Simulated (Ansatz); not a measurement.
Total energies of H3InOS2, SMILES `[OH][In]([SH])[SH]`.

```xyz
7

O    -0.442   -1.850   -0.550
In    0.062   -0.009   -0.036
S    -1.535    1.123    1.292
S     2.136    0.895   -0.755
H     0.219   -2.292   -1.089
H    -2.360    0.061    1.280
H     1.920    2.071   -0.142
```

Charge 0, multiplicity 1. Correlated methods include outer-core shells of In, which these sets cover unevenly. In takes the def2 core potential. The structure was optimised at the PBE0-D4/def2-TZVP level. It is one conformer, not always the lowest. Basis def2-TZVPP, Ansatz 0.2.0.

RPA on PBE orbitals: Hartree–Fock energy of these orbitals -1060.96989 Eh, correlation -1.36933 Eh (frozen core).

| functional | energy without D4 (Eh) | D4 term (kJ/mol) |
| --- | --- | --- |
| LDA (SPW92) | -1060.09105 | – |
| PBE | -1063.27934 | -16.2 |
| revPBE | -1063.58018 | -36.6 |
| BLYP | -1063.63761 | -33.3 |
| B97M-V | -1063.47498 | – |
| PBE0 | -1063.34063 | -14.1 |
| B3LYP | -1063.80148 | -26.4 |
| r2SCANh | -1063.65783 | -4.3 |
| BHLYP | -1063.57456 | -25.3 |
| LC-ωPBE | -1063.45595 | – |
| ωB97X-V | -1063.53000 | – |
| ωB97M-V | -1063.57881 | – |
| B2PLYP | -1063.18396 | – |
| PBE-QIDH | -1062.95653 | – |

(1) Give the same for r2SCAN, r2SCAN0, HSE06 (plane-wave form), CAM-B3LYP. (Estimate.)

B3LYP takes the VWN-RPA correlation (the form of Gaussian; ORCA's B3LYP/G). HSE06 is the plane-wave form, built on full-range PBE exchange. The double hybrids freeze the cores in their second-order part.

Results:

(1) The calculation gave: 
| functional | energy without D4 (Eh) | D4 term (kJ/mol) |
| --- | --- | --- |
| r2SCAN | -1063.68126 | -3.8 |
| r2SCAN0 | -1063.62423 | -4.8 |
| HSE06 (plane-wave form) | -1063.32134 | -13.5 |
| CAM-B3LYP | -1063.67253 | -14.9 |

LC-ωPBE has ω = 0.4 bohr⁻¹.
